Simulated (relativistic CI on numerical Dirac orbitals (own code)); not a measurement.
Calculated levels, Lu24+

These numbers are calculated, not measured: Dirac-Coulomb-Breit CI, orbitals from a KLI potential per configuration, a model potential for QED, unscaled Slater integrals (own radial code, finite nucleus).

CI space (outside the closed core [Ar] 3d10): 4s²4p⁶4d¹⁰4f, 4s²4p⁶4d¹⁰5s, 4s²4p⁶4d⁹4f², 4s²4p⁶4d¹⁰5p, 4s²4p⁵4d¹⁰4f², 4s²4p⁶4d¹⁰5d, 4s²4p⁶4d⁹5s², 4s²4p⁶4d⁹4f5s, 4s²4p⁶4d¹⁰5f, 4s4p⁶4d¹⁰4f², 4s²4p⁶4d⁹5s5p, 4s²4p⁴4d¹⁰4f³, 4s²4p⁶4d¹⁰6s, 4s²4p⁶4d⁹4f5p, 4s²4p⁶4d¹⁰5g, 4s²4p⁶4d⁸4f²5s. Levels of other configurations are missing.

```
No.  Configuration  Term     J  E (cm⁻¹)   %  Next component (%)  Lifetime (s)
 41     4d⁹4f²(1G)    ²G   9/2   1516793  66               12 ²H      5.56e-11
 42     4d⁹4f²(1D)    ²F   7/2   1524141  31               21 ²G      7.52e-11
 43     4d⁹4f²(3F)    ²H   9/2   1524175  27               24 ⁴G      4.11e-10
 44     4d⁹4f²(1D)    ²D   5/2   1524726  41               35 ²F      2.15e-10
 45     4d⁹4f²(3F)    ⁴P   3/2   1526891  44               27 ²P      4.22e-10
 46     4d⁹4f²(3F)    ⁴F   7/2   1530245  33               24 ⁴H      2.07e-10
 47     4d⁹4f²(3F)    ⁴H  11/2   1530312  31               27 ²H      2.18e-04
 48     4d⁹4f²(3P)    ⁴D   5/2   1534627  39               23 ²F      3.49e-10
 49     4d⁹4f²(3H)    ⁴H  13/2   1542617  59               29 ²I              
 50     4d⁹4f²(3H)    ⁴H   7/2   1542843  42               21 ⁴G      6.20e-11
 51     4d⁹4f²(3F)    ⁴P   5/2   1550596  45               24 ⁴F      8.20e-11
 52     4d⁹4f²(1D)    ²P   3/2   1551815  30               27 ⁴F      1.80e-09
 53     4d⁹4f²(3H)    ⁴F   9/2   1553537  46               36 ²G      4.04e-09
 54     4d⁹4f²(3H)    ⁴K  11/2   1554082  43               42 ²I      9.12e-05
 55     4d⁹4f²(3F)    ⁴D   7/2   1556767  29               27 ²F      1.46e-10
 56     4d⁹4f²(1I)    ²L  15/2   1560084  52               48 ²K      9.19e-04
 57     4d⁹4f²(1D)    ²G   9/2   1560888  45               23 ⁴F      8.49e-11
 58     4d⁹4f²(3P)    ²F   5/2   1561739  41               33 ⁴G      1.43e-09
 59     4d⁹4f²(3P)    ⁴D   3/2   1567788  43               23 ²P      3.91e-11
 60     4d⁹4f²(1D)    ²S   1/2   1568575  47               40 ²P      9.32e-07
 61     4d⁹4f²(1I)    ²H  11/2   1571722  56               35 ²I      1.85e-04
 62     4d⁹4f²(3H)    ⁴K  13/2   1574981  40               31 ²K      6.96e-05
 63     4d⁹4f²(1D)    ²F   5/2   1576602  37               24 ²D      1.76e-10
 64     4d⁹4f²(3F)    ²H   9/2   1576961  34               33 ⁴H      5.77e-09
 65     4d⁹4f²(1G)    ²G   7/2   1579136  31               28 ⁴F      1.01e-09
 66     4d⁹4f²(3P)    ⁴F   9/2   1579639  51               22 ²G      3.78e-10
 67     4d⁹4f²(3H)    ²F   7/2   1581154  41               19 ²G      8.57e-11
 68     4d⁹4f²(1G)    ²D   5/2   1581673  38               29 ⁴P      1.77e-10
 69     4d⁹4f²(3H)    ²H   9/2   1587024  38               38 ⁴I      2.61e-07
 70     4d⁹4f²(3P)    ⁴D   1/2   1588834  62               32 ²P      1.76e-05
```

Energies count from the lowest computed level; lifetimes are radiative, by E1, M1, E2, M2 decay to levels of this space only. Percentages are summed over parent terms; the parents shown are those of the largest component, closed shells are left out there.

The mean weight of the leading LS term, summed over parents, in these 30 levels is 42 %, and that of the leading jj configuration (from the same eigenvectors) 54 %, so jj coupling describes them better and the LS labels are nominal.

At this charge transitions that keep the count of f electrons are usually good to a few per cent. Terms inside the open d or f shell come out 10 to 20 % too wide with unscaled integrals. Levels that differ in their count of f electrons can be misplaced by several ten thousand cm⁻¹, since the correlation energy of f electrons is missing or only estimated; rates across such gaps can be off by orders of magnitude.

LS names give the leading component of a level, which can be under half, so a name can repeat, a term be missing and a line seem to break the LS rules.
